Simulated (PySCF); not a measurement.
# From computed data to an observable: oscillator strength and radiative lifetime

CH4ClFOSi2, SMILES F[Si@H]1OC[Si@@H]1Cl.

Coordinates come from a B3LYP-D3(BJ)/def2-SVP optimisation. The structure was generated by enumeration; whether it is a known compound was not checked.

TDDFT-PBE0/def2-SVPD in PySCF puts the first singlet state with f over 0.02 at 6.48 eV (vertical), with the transition dipole (0.393, -0.306, 0.183) in atomic units.

Problem. Find the oscillator strength, the wavelength and the radiative lifetime that this transition would have in vacuum if emission retraced absorption.

Solution. 
|μ|² = 0.2816 au, so |μ| = 1.35 D. ΔE = 6.48/27.211 = 0.2381 hartree. f = (2/3) ΔE |μ|² = 0.045 (the program prints 0.045).
λ = 1239.84/6.48 = 191 nm; ν = 52265 cm⁻¹.
Einstein's coefficient A = 0.6670 ν² f s⁻¹ (ν in cm⁻¹) = 8.1e7 s⁻¹, so τ = 1/A = 12 ns. This state is S3; the lower singlets have f = 0.012, 0.010. The figure is the radiative limit of this one transition; relaxation, internal conversion, crossing to triplets and a medium change what is measured.
